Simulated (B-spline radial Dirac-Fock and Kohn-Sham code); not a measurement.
## Photoabsorption cross section of Os⁴⁺ by shell

System: Os⁴⁺ in the configuration [Xe] 4f14 5d4.

Calculated with a radial atomic solver, using independent-particle photoionisation in a Dirac-Hartree-Slater potential with a Latter tail, all multipoles, thresholds from Dirac-Fock ΔSCF.

Computed thresholds (eV): K 73927.9, L1 13035.3, L2 12446.8, L3 10932.9, M1 3117.8, M2 2857.3, M3 2523.2, M4 2092.5, M5 2021.5, N1 723.4, N2 613.7, N3 535.1, N4 354.9, N5 340.4, N6 110.7, N7 108.0, O1 151.1, O2 114.3, O3 101.5, O4 54.62, O5 53.32.

```
photon energy (eV)  total (b)  K (%)  L (%)  M (%)  N (%)  O (%)
               200  5.942e+06      –      –      –   94.4    5.6
               446  4.062e+06      –      –      –   95.8    4.2
               665  2.538e+06      –      –      –   95.6    4.4
            1253.6     825400      –      –      –   94.4    5.6
            1486.9     582100      –      –      –   94.0    6.0
              1960     323100      –      –      –   93.2    6.8
              4000     323000      –      –   80.5   17.8    1.7
              5350     157400      –      –   80.1   18.0    1.9
              7440      68210      –      –   79.8   18.1    2.2
            8047.8      55700      –      –   79.7   18.1    2.2
            9251.7      38780      –      –   79.5   18.2    2.3
             16700      34580      –   76.3   18.7    4.4    0.6
           17479.3      30700      –   76.4   18.6    4.4    0.6
             60700       1060      –   77.1   17.8    4.3    0.7
```
